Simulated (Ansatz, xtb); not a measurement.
H7NOSiSn: 4 structures ranked

4 gas-phase structures of H7NOSiSn, found in a search over its isomers (lower ones may exist). Each was relaxed with GFN2-xTB; where two conformers were screened, the lower at r2SCAN-D4/def2-SVP is listed:

A. `N[Si@H](O)[SnH3]`, a singlet
B. a singlet given by its coordinates
C. a singlet given by its coordinates
D. `N[SiH2][O][SnH3]`, a singlet

B (Å):

| atom | x (Å) | y (Å) | z (Å) |
| --- | --- | --- | --- |
| N | -3.3091 | 0.1446 | 0.2550 |
| O | -0.3205 | 0.2369 | 0.4961 |
| Si | 0.6698 | -0.9875 | 0.2229 |
| Sn | -1.5582 | 1.8844 | 0.6262 |
| H | -2.6576 | -0.5499 | -0.0977 |
| H | -3.9520 | 0.3754 | -0.4943 |
| H | -3.8297 | -0.2707 | 1.0199 |
| H | -1.8074 | 2.1415 | -1.2246 |
| H | 1.4184 | -0.7838 | -1.0162 |
| H | 1.5805 | -1.1127 | 1.3651 |
| H | -0.1530 | -2.2051 | 0.1156 |

Close contacts (Å): N1–Sn4 2.50, O2–Si3 1.60, O2–Sn4 2.06, N1–H5 1.02, N1–H6 1.01, N1–H7 1.01, Si3–H9 1.46, Si3–H10 1.47, Si3–H11 1.47, Sn4–H8 1.89.

C (Å):

```tsv
atom	x (Å)	y (Å)	z (Å)
N	-0.6179	0.8195	0.0159
O	-2.7216	-0.8523	-0.5028
Si	-2.3741	0.5344	0.2083
Sn	0.8549	-1.1379	0.3983
H	-2.0692	-1.5604	-0.4646
H	-3.0862	1.5552	-0.5501
H	-2.5663	0.5784	1.6503
H	-0.3953	1.0852	-0.9348
H	-0.2870	1.5677	0.6094
H	-0.3395	-1.7468	1.6098
H	-0.1116	-2.0242	-0.8761
```

Close contacts (Å): N1–Si3 1.79, N1–Sn4 2.48, O2–Si3 1.60, N1–H8 1.01, N1–H9 1.01, O2–H5 0.96, Si3–H6 1.46, Si3–H7 1.46, Sn4–H10 1.81, Sn4–H11 1.83.

**Question.** Which do you expect lowest at r2SCAN-D4/def2-SVP, and how would the others follow?

**Answer.** Calculated order at r2SCAN-D4/def2-SVP: B (0.0), C (12.4), D (28.5), A (32.1) kJ/mol. Less than 1 kcal/mol parts D and A, so the order within that pair means little.

Energies above the lowest of each column, in kJ/mol; the last columns are at PBE0-D3(BJ)/def2-SVP geometries:

```tsv
structure	GFN2-xTB	HF/STO-3G	r2SCAN-D4/def2-SVP	PBE0-D3(BJ)/def2-SVP	CCSD(T)/def2-SVP + ΔMP2/def2-TZVPP
B	0.0	239.8	0.0	0.0	0.0
C	3.5	202.1	12.4	16.3	18.1
D	119.3	0.0	28.5	22.0	8.8
A	106.3	25.9	32.1	26.1	27.5
```

CCSD(T)/def2-SVP + ΔMP2/def2-TZVPP puts B lowest; HF/STO-3G picks D. CCSD(T)/def2-SVP + ΔMP2/def2-TZVPP orders those it was run on as B (0.0), D (8.8), C (18.1), A (27.5) kJ/mol. Flexible structures stand in one conformer each, not always the lowest. The ΔMP2 step shifts differences by up to 24.6 kJ/mol, which makes them less sure. Atoms past krypton carry core potentials in the def2 sets, without spin–orbit terms. ΔMP2 is the change of the MP2 energy from the smaller to the larger basis.

Over these structures GFN2-xTB departs from r2SCAN-D4/def2-SVP by 43.5 kJ/mol on average once a common shift is removed. A GFN2-xTB relaxation took about 0.099 s and the r2SCAN-D4/def2-SVP energy about 1.7 s on a shared host (Ansatz 0.2.0, xtb 6.7.1).
